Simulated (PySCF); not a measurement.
Electrostatic solvation of a mixed set.

All values: B3LYP/def2-SVPD (PySCF, non-relativistic), each on one gas-phase PBE0-D3(BJ)/def2-SVP geometry that isn't relaxed in the solvent. The solvent is an IEF-PCM continuum (cavity from Bondi-type radii × 1.2). The model holds no explicit solvent molecules, cavitation or dispersion.

Task: Order them by E(solvent) − E(gas) in chloroform (ε = 4.711), most negative first (kJ/mol).
A. `[CH2:1]=[C:2]([CH3:3])[Si@H:4]1[CH2:5][CH2:6][SiH2:7][O:8]1` with C1–C2–Si4–C5 -110°, C2–Si4–C5–C6 144°, Si4–C5–C6–Si7 -34°, C5–C6–Si7–O8 28°, C6–Si7–O8–Si4 -10°
B. `p12p3p1p23`
C. `[CH2:1]=[CH:2][CH2:3][C@H:4]1[CH2:5][SiH2:6][O:7][SiH2:8]1` with C1–C2–C3–C4 -115°, C2–C3–C4–C5 -179°, C3–C4–C5–Si6 163°, C4–C5–Si6–O7 -29°, C5–Si6–O7–Si8 10°, Si6–O7–Si8–C4 8°

Result: C (-9.0), A (-7.8), B (-0.6).

```json
{"SMILES": "C=CC[C@H]1C[SiH2]O[SiH2]1", "charge": "0", "ΔE (kJ/mol)": "-9.0", "polarisation term (kJ/mol)": "-10.0", "HOMO shift (eV)": "+0.12", "dipole gas (D)": "1.77", "dipole solvent (D)": "2.21", "atoms": "20", "lowest singlet, gas (eV)": "6.53", "lowest singlet, solvent (eV)": "6.48"}
{"SMILES": "C=C(C)[Si@H]1CC[SiH2]O1", "charge": "0", "ΔE (kJ/mol)": "-7.8", "polarisation term (kJ/mol)": "-8.8", "HOMO shift (eV)": "+0.06", "dipole gas (D)": "1.81", "dipole solvent (D)": "2.37", "atoms": "20", "lowest singlet, gas (eV)": "6.41", "lowest singlet, solvent (eV)": "6.35"}
{"SMILES": "p12p3p1p23", "charge": "0", "ΔE (kJ/mol)": "-0.6", "polarisation term (kJ/mol)": "-0.6", "HOMO shift (eV)": "+0.11", "dipole gas (D)": "0.00", "dipole solvent (D)": "0.00", "atoms": "4", "lowest singlet, gas (eV)": "5.20", "lowest singlet, solvent (eV)": "5.20"}
```

The polarisation term is half the interaction of the solute with the induced surface charges. Singlets are vertical TDDFT energies (frozen core, non-equilibrium response), the lowest in each medium.
